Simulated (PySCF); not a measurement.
# Electronic structure of N (nitrogen, neutral) at the UHF level

Configuration: [He] 2s2 2p3, high-spin 4S determinant. Calculation: PySCF 2.14, in ANO-RCC-VTZP (4s3p2d1f, 30 functions); scalar relativity by spin-free X2C-1e.

| Property | Result |
| --- | --- |
| Total energy | -54.433556 hartree |
| One-electron energy | -73.9989 hartree |
| Hartree (Coulomb) energy | 26.1787 hartree |
| Exchange energy | -6.6133 hartree |
| ⟨S²⟩ | 3.7576 |
| ⟨L²⟩ | 0.000 |
| Sum of ⟨r⟩ | 7.344 bohr |
| Sum of ⟨r²⟩ | 12.07 bohr² |
| Langevin diamagnetic susceptibility | -9.56 ×10⁻⁶ cm³/mol |

```json
{"shell": "1s α", "electrons": "1", "mean orbital energy (hartree)": "-15.67884", "rms radius, mean of both spins (bohr)": "0.265"}
{"shell": "1s β", "electrons": "1", "mean orbital energy (hartree)": "-15.58766", "rms radius, mean of both spins (bohr)": "0.265"}
{"shell": "2s α", "electrons": "1", "mean orbital energy (hartree)": "-1.16369", "rms radius, mean of both spins (bohr)": "1.48"}
{"shell": "2s β", "electrons": "1", "mean orbital energy (hartree)": "-0.72677", "rms radius, mean of both spins (bohr)": "1.48"}
{"shell": "2p α", "electrons": "3", "mean orbital energy (hartree)": "-0.57041", "rms radius, mean of both spins (bohr)": "1.59"}
```

Spin-orbit constants ζ (cm⁻¹) from the X2C one-electron operator on these orbitals: bare nucleus, nucleus screened by l(l+1)(2l+1)/3 electrons, and screened by the Breit-Pauli mean field of the electrons.

```
shell   bare  screened nucleus  mean field
   2p  128.1             91.52       76.38
```
